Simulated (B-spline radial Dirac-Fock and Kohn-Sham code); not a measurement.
**Ta⁵⁺: photoemission with 200 eV photons**

System: the Ta⁵⁺ ion, configuration [Xe] 4f14.

Level of theory: independent-particle photoionisation in a Dirac-Hartree-Slater potential with a Latter tail, all multipoles, thresholds from Dirac-Fock ΔSCF; a radial atomic solver. The asymmetry parameter β is from the dipole term alone. Kinetic energies are from the vacuum level.

The last column is dσ/dΩ = σ/(4π) · [1 − (β/2) P₂(cos θ)] at θ = 0° from the beam of unpolarised light.

```
  subshell  electrons  binding (eV)  kinetic (eV)  σ (kb)      β  dσ/dΩ (kb/sr)
N6 (4f5/2)          6         92.65         107.4    2800   0.34            185
N7 (4f7/2)          8         90.76         109.2    3780   0.35            248
   O1 (5s)          2         142.1         57.86    72.8   1.67          0.951
O2 (5p1/2)          2         109.0         91.00    50.6  -0.09           4.21
O3 (5p3/2)          4         99.46         100.5     153  -0.04           12.5
```

Branching ratios of the spin-orbit partners (statistical value in brackets): 4f 1.35 (1.33), 5p 3.03 (2.00).

Values without a named source are computed, but for edge energies of neutral atoms, which are taken from tables.
